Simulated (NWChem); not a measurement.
Molecule: CuI; SMILES [Cu][I]

Results from NWChem. The geometry was optimised at PBE0/def2-SVP. def2 effective core potentials on I; no spin-orbit coupling.

Diagonal of the polarisability tensor at PBE0/def2-TZVPD, static: 52.66, 52.66, 80.69 bohr³.

### Question
Find the mean polarisability volume, the molar refraction, and the refractive index that an ideal gas of it would have at 273.15 K and 1 atm.

### Answer

1. Mean: one third of the trace = 62.00 bohr³ × 0.14818 Å³/bohr³ = 9.19 Å³.
2. Molar refraction (Lorentz-Lorenz): (4π/3) N_A α = 23.2 cm³/mol.
3. Number density p/kT = 2.687 × 10⁻⁵ Å⁻³; n − 1 = 2π N α = 15.51 × 10⁻⁴.
4. These hold the electronic response alone: vibrational and orientational terms add to the static dielectric constant.
